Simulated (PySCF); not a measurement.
An unknown is described by computed data only.

Elements present: C, H, P and Si. Monoisotopic mass: 180.0109 u.

* Rotational structure: rotational constants A, B, C: 0.993, 0.692, 0.653 GHz [GFN2-xTB]
* NMR, other nuclei: isotropic shieldings of nuclei other than C and H, by class: 325 (1 Si), 424 (1 Si), 581 (1 P), 612 (1 P) ppm [GIAO PBE0/pcSseg-1]
* Dipole: 0.86 D [PBE0/pcSseg-1]
* 1H NMR: chemical shifts (computed TMS as zero) by class: 3.67 (3 H), 2.61 (1 H), 1.75 (1 H), 1.60 (1 H), 1.56 (1 H), 1.40 (2 H), 1.23 (1 H), 1.20 (2 H), 1.15 (1 H), 1.14 (1 H) ppm [GIAO PBE0/pcSseg-1]
* 13C NMR: chemical shifts (computed TMS as zero) by class: 38.8 (1 C), 33.3 (1 C), 18.6 (1 C), 16.7 (1 C) ppm [GIAO PBE0/pcSseg-1]

Electronic properties: PySCF, gas phase, density fitting. Levels stand in brackets. The structure is a single GFN2-xTB conformer in the gas phase; no vibrational or solvent corrections. GFN2-xTB frequencies show an imaginary mode (47i cm⁻¹), so this geometry is no minimum at that level. NMR values are class means; diastereotopic atoms form classes of their own.

Q: Which formula fits the mass and the elements?

A: C4H14P2Si2 (calculated 180.0109). No other formula that holds each of these elements comes within 0.0003 u with a fitting electron parity and a possible valence count.

Q: Give a SMILES that accounts for the data.

A: Numbering: `[SiH3:1][CH2:2][C@H:3]1[CH2:4][CH2:5][Si:6]1([PH2:7])[PH2:8]`. 4 carbons fall into 4 classes; from least to most shielded: ring sp3 carbon bound to silicon [C3] (38.8 ppm), four-membered-ring carbon [C4] (33.3 ppm), ring sp3 carbon bound to silicon [C5] (18.6 ppm), chain sp3 carbon bound to silicon [C2] (16.7 ppm). Hydrogen classes from least to most shielded: 3 H on an SiH3 silicon, Si1 (3.67 ppm), 1 H on a four-membered-ring carbon, C4 (2.61 ppm), 1 H on an sp3 carbon bound to silicon, C3 (1.75 ppm), 1 H on a four-membered-ring carbon, C4 (1.60 ppm), 1 H on an sp3 carbon bound to silicon, C5 (1.56 ppm), 2 H on a three-coordinate phosphorus, P8 (1.40 ppm), 1 H on an sp3 carbon bound to silicon, C5 (1.23 ppm), 2 H on a three-coordinate phosphorus, P7 (1.20 ppm), 1 H on an sp3 carbon bound to silicon, C2 (1.15 ppm), 1 H on an sp3 carbon bound to silicon, C2 (1.14 ppm). The other shieldings belong to: 325 ppm, four-coordinate silicon [Si6]; 424 ppm, SiH3 silicon [Si1]; 581 ppm, three-coordinate phosphorus [P8]; 612 ppm, three-coordinate phosphorus [P7]. The optimised geometry has point group C1 and is an asymmetric top. Structure: `[SiH3]C[C@H]1CC[Si]1(P)P`. The assignments are read from this structure; whether some other isomer fits the data as well wasn't checked. The mirror image fits equally.

Conformer computed: `[SiH3:1][CH2:2][C@H:3]1[CH2:4][CH2:5][Si:6]1([PH2:7])[PH2:8]`: Si1–C2–C3–C4 -177°, H–P7–Si6–C5 -123°, H–P7–Si6–C5 -31°, H–P8–Si6–C5 -88°, H–P8–Si6–C5 179°.
